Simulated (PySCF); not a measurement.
PySCF input (HF/def2-TZVPD):

```python
from pyscf import gto, scf, dft

mol = gto.M(
    atom='''
    S    -1.25753170   -0.39590933   -0.07971616
    S     0.73035807   -0.20710780    0.18359427
    O     1.23376538    1.09580058   -0.14400845
    H    -1.43534504    0.88186946   -0.50998220
    ''',
    basis='def2-tzvpd',
    charge=1,
    spin=0,
    verbose=4,
)

mf = scf.RHF(mol).density_fit(auxbasis='def2-universal-jkfit')
mf.conv_tol = 1e-9
mf.max_cycle = 100
mf.max_memory = 1500
mf.kernel()
if not mf.converged:
    mf = mf.newton()
    mf.kernel(mf.make_rdm1())
mf.analyze()
```

Output:

```
PySCF version 2.14.0

[INPUT] verbose = 4
[INPUT] num. atoms = 4
[INPUT] num. electrons = 40
[INPUT] charge = 1
[INPUT] spin (= nelec alpha-beta = 2S) = 0
[INPUT] symmetry False subgroup None
[INPUT] Mole.unit = angstrom
[INPUT] Symbol           X                Y                Z      unit          X                Y                Z       unit  Magmom
[INPUT]  1 S     -1.257531700000  -0.395909330000  -0.079716160000 AA   -2.376390505959  -0.748160203860  -0.150641710102 Bohr   0.0
[INPUT]  2 S      0.730358070000  -0.207107800000   0.183594270000 AA    1.380176725166  -0.391377020261   0.346942888339 Bohr   0.0
[INPUT]  3 O      1.233765380000   1.095800580000  -0.144008450000 AA    2.331478670170   2.070762983340  -0.272136530123 Bohr   0.0
[INPUT]  4 H     -1.435345040000   0.881869460000  -0.509982200000 AA   -2.712409019853   1.666491757018  -0.963726686403 Bohr   0.0

nuclear repulsion = 148.943378873218
number of shells = 51
number of NR pGTOs = 210
number of NR cGTOs = 141
basis = def2-tzvpd
ecp = {}

******** <class 'pyscf.df.df_jk.DFRHF'> ********
method = DFRHF
initial guess = minao
damping factor = 0
level_shift factor = 0
DIIS = <class 'pyscf.scf.diis.CDIIS'>
diis_start_cycle = 1
diis_space = 8
diis_damp = 0
SCF conv_tol = 1e-09
SCF conv_tol_grad = None
SCF max_cycles = 100
direct_scf = False
Set gradient conv threshold to 3.16228e-05
Initial guess from minao.
******** <class 'pyscf.df.df.DF'> ********
auxbasis = def2-universal-jkfit
init E= -871.034061076075
  HOMO = -0.336504845407587  LUMO = -0.152470543096875  gap/eV = 5.00783
cycle= 1 E= -870.051540292904  delta_E= 0.983  |g|= 0.728  |ddm|= 1.81
  HOMO = -0.703197315100797  LUMO = -0.353208050337194  gap/eV = 9.52369
cycle= 2 E= -870.116573818383  delta_E= -0.065  |g|= 0.653  |ddm|= 0.942
  HOMO = -0.688482016630042  LUMO = -0.309401312415069  gap/eV = 10.31531
cycle= 3 E= -870.196588591607  delta_E= -0.08  |g|= 0.113  |ddm|= 0.404
  HOMO = -0.670041904931134  LUMO = -0.279136428584714  gap/eV = 10.63708
cycle= 4 E= -870.200126555286  delta_E= -0.00354  |g|= 0.0375  |ddm|= 0.0993
  HOMO = -0.668400250017681  LUMO = -0.27751135197741  gap/eV = 10.63663
cycle= 5 E= -870.201016866577  delta_E= -0.00089  |g|= 0.015  |ddm|= 0.0587
  HOMO = -0.671014739272104  LUMO = -0.276453930100281  gap/eV = 10.73655
cycle= 6 E= -870.201276866648  delta_E= -0.00026  |g|= 0.0103  |ddm|= 0.0304
  HOMO = -0.670839305887646  LUMO = -0.276403502711432  gap/eV = 10.73314
cycle= 7 E= -870.201416921782  delta_E= -0.00014  |g|= 0.0055  |ddm|= 0.026
  HOMO = -0.670957004398527  LUMO = -0.275866766353758  gap/eV = 10.75095
cycle= 8 E= -870.201473489125  delta_E= -5.66e-05  |g|= 0.00166  |ddm|= 0.0224
  HOMO = -0.670745139726346  LUMO = -0.275671754299651  gap/eV = 10.75049
cycle= 9 E= -870.201477963289  delta_E= -4.47e-06  |g|= 0.000408  |ddm|= 0.00652
  HOMO = -0.67071992202258  LUMO = -0.275685107843749  gap/eV = 10.74944
cycle= 10 E= -870.201478164098  delta_E= -2.01e-07  |g|= 0.000141  |ddm|= 0.00117
[...]
cycle= 13 E= -870.20147818537  delta_E= -2.09e-10  |g|= 5.09e-06  |ddm|= 3.24e-05
  HOMO = -0.670695298067095  LUMO = -0.275684473690418  gap/eV = 10.74879
Extra cycle  E= -870.201478185394  delta_E= -2.39e-11  |g|= 3.09e-06  |ddm|= 7.05e-06
converged SCF energy = -870.201478185394
**** SCF Summaries ****
Total Energy =                        -870.201478185393626
Nuclear Repulsion Energy =             148.943378873217569
One-electron Energy =                -1487.443474228440209
Two-electron Energy =                  468.298617169828958
Two-electron Coulomb Energy =          526.631519169439457
DFT Exchange-Correlation Energy =      -58.332901999610499
HOMO-LUMO gap [eV] =                    10.748792024192184
**** MO energy ****
MO #1   energy= -92.4167524951859  occ= 2
MO #2   energy= -92.2809163468147  occ= 2
MO #3   energy= -20.8942437959958  occ= 2
MO #4   energy= -9.40341071831701  occ= 2
MO #5   energy= -9.2829449104139   occ= 2
MO #6   energy= -7.08347627233042  occ= 2
MO #7   energy= -7.08338366174096  occ= 2
MO #8   energy= -7.08183440288998  occ= 2
MO #9   energy= -6.96327302767986  occ= 2
MO #10  energy= -6.962217485297    occ= 2
MO #11  energy= -6.96186529943727  occ= 2
MO #12  energy= -1.70917825775027  occ= 2
MO #13  energy= -1.32959375907727  occ= 2
MO #14  energy= -1.11508381173222  occ= 2
MO #15  energy= -0.922884463233565 occ= 2
MO #16  energy= -0.899277082889702 occ= 2
MO #17  energy= -0.857190907424979 occ= 2
MO #18  energy= -0.795523885614728 occ= 2
MO #19  energy= -0.709377074588447 occ= 2
MO #20  energy= -0.670695298067095 occ= 2
MO #21  energy= -0.275684473690418 occ= 0
MO #22  energy= -0.146878015743148 occ= 0
MO #23  energy= -0.122373102563528 occ= 0
MO #24  energy= -0.0972967660511267 occ= 0
MO #25  energy= -0.0720899442977886 occ= 0
MO #26  energy= -0.0683237374335081 occ= 0
MO #27  energy= -0.049930171276283 occ= 0
MO #28  energy= -0.0473126347447032 occ= 0
MO #29  energy= -0.033358696051936 occ= 0
MO #30  energy= -0.0316251268169083 occ= 0
MO #31  energy= -0.00578889953993417 occ= 0
MO #32  energy= -0.00356366441373396 occ= 0
MO #33  energy= 0.00970708136453347 occ= 0
MO #34  energy= 0.043969732646752  occ= 0
MO #35  energy= 0.0536185037038222 occ= 0
MO #36  energy= 0.0538011180274687 occ= 0
MO #37  energy= 0.0610112408017064 occ= 0
MO #38  energy= 0.0756589470499443 occ= 0
MO #39  energy= 0.100065543215158  occ= 0
MO #40  energy= 0.12502963314557   occ= 0
MO #41  energy= 0.129931577693134  occ= 0
MO #42  energy= 0.138566640106625  occ= 0
MO #43  energy= 0.154035367529655  occ= 0
MO #44  energy= 0.159498875404661  occ= 0
MO #45  energy= 0.178830595977306  occ= 0
MO #46  energy= 0.192336805920613  occ= 0
MO #47  energy= 0.207958351466109  occ= 0
MO #48  energy= 0.218242831370425  occ= 0
MO #49  energy= 0.269357770742289  occ= 0
MO #50  energy= 0.27936573150572   occ= 0
MO #51  energy= 0.301841977220549  occ= 0
MO #52  energy= 0.315442948062923  occ= 0
MO #53  energy= 0.320586542306234  occ= 0
MO #54  energy= 0.338309641981092  occ= 0
MO #55  energy= 0.3657715808143    occ= 0
MO #56  energy= 0.368356517573919  occ= 0
MO #57  energy= 0.37955138684588   occ= 0
MO #58  energy= 0.409639508643048  occ= 0
MO #59  energy= 0.420190431192873  occ= 0
MO #60  energy= 0.442480588406804  occ= 0
MO #61  energy= 0.46156746421043   occ= 0
MO #62  energy= 0.465940943183501  occ= 0
MO #63  energy= 0.534859679795119  occ= 0
MO #64  energy= 0.539755615884805  occ= 0
MO #65  energy= 0.548451597820935  occ= 0
MO #66  energy= 0.571624336004742  occ= 0
MO #67  energy= 0.588812451957742  occ= 0
MO #68  energy= 0.59098502625282   occ= 0
MO #69  energy= 0.650260523323283  occ= 0
MO #70  energy= 0.715707917547256  occ= 0
MO #71  energy= 0.77232710400358   occ= 0
MO #72  energy= 0.773440043803107  occ= 0
MO #73  energy= 0.833939319065543  occ= 0
MO #74  energy= 0.853718391582843  occ= 0
MO #75  energy= 0.897197621455434  occ= 0
MO #76  energy= 0.966201997508904  occ= 0
MO #77  energy= 1.10206113066368   occ= 0
MO #78  energy= 1.3849962344039    occ= 0
MO #79  energy= 1.41791146806007   occ= 0
MO #80  energy= 1.44239334004696   occ= 0
MO #81  energy= 1.46851058195107   occ= 0
MO #82  energy= 1.47918155415302   occ= 0
MO #83  energy= 1.49406172753809   occ= 0
MO #84  energy= 1.52766811493379   occ= 0
MO #85  energy= 1.53854128208218   occ= 0
MO #86  energy= 1.56867288249345   occ= 0
MO #87  energy= 1.59119588931818   occ= 0
MO #88  energy= 1.63066949956537   occ= 0
MO #89  energy= 1.63228505183245   occ= 0
MO #90  energy= 1.65182172854449   occ= 0
MO #91  energy= 1.66326422041969   occ= 0
MO #92  energy= 1.67786998488671   occ= 0
MO #93  energy= 1.71527119160291   occ= 0
MO #94  energy= 1.76618101655148   occ= 0
MO #95  energy= 1.78127676742288   occ= 0
MO #96  energy= 1.81503882326032   occ= 0
MO #97  energy= 1.862744397671     occ= 0
MO #98  energy= 1.87416186561038   occ= 0
MO #99  energy= 1.90738001624482   occ= 0
MO #100 energy= 1.95235129320908   occ= 0
MO #101 energy= 1.97083183685979   occ= 0
MO #102 energy= 1.99257341572997   occ= 0
MO #103 energy= 2.01875074312889   occ= 0
MO #104 energy= 2.05898055005429   occ= 0
MO #105 energy= 2.13869137919637   occ= 0
MO #106 energy= 2.2104888488893    occ= 0
MO #107 energy= 2.31974458238207   occ= 0
[...]
```

It need not be the lowest isomer of its formula.
